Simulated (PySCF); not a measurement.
Computed with PBE-D3(BJ)/def2-TZVP // B3LYP-D3(BJ)/def2-TZVP (PySCF). Gas-phase values, no solvent. Excitations are Tamm–Dancoff values on a coarser integration grid. The basis has no diffuse functions, so Rydberg states are missing or too high.

Reference species (SMILES): `[CH3][In]([CH3])[CH3]` (neutral, multiplicity 1).

```yaml
brightest of the four lowest singlets (TDA): 5.71 eV
HOMO: -5.84 eV
```

Changed species: `[CH3][In]([CH3])[F]` (2 of 3 F replaced by CH3; the reference has 3 of 3 F replaced by CH3).

Q: Give the shifts of the brightest of the four lowest singlets (TDA) and HOMO.

A: the brightest of the four lowest singlets (TDA) increases by 0.05 eV, to 5.76 eV; the HOMO falls by 0.64 eV, to -6.48 eV.
